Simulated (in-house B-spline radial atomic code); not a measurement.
The copper ion Cu³⁺ is squeezed into an impenetrable sphere of radius R (the orbitals vanish at R). Level of theory: Dirac-Hartree-Fock, average of configuration, Fermi nucleus of rms radius 3.8823 fm; calculated with an all-electron radial atomic-structure program (B-spline basis).

Energies in eV above the free ion in [Ar] 3d8:

```tsv
R (bohr)	highest level (eV)	[Ar] 3d8	[Ne] 3s2 3p5 3d9
8.32	-60.4	0	76.91
6.2	-60.4	1.611e-05	76.91
4.68	-60.4	0.003596	76.91
4.57	-60.4	0.00526	76.92
3.56	-60.2	0.158	77.08
3.28	-60	0.3942	77.34
2.59	-58.1	3.64	80.91
2.1	-52.4	18.31	96.75
1.64	-33.4	94.39	176.4
1.35	0.276	292.4	378.5
```

**Question.** Does [Ne] 3s2 3p5 3d9 fall below [Ar] 3d8 under compression?

**Answer.** No, it stays above over the whole range.

The highest level is first positive in the row R = 1.35 bohr, pushed up by confinement above the zero of the free ion's potential. Each configuration is held fixed and needn't be the lowest in the sphere.
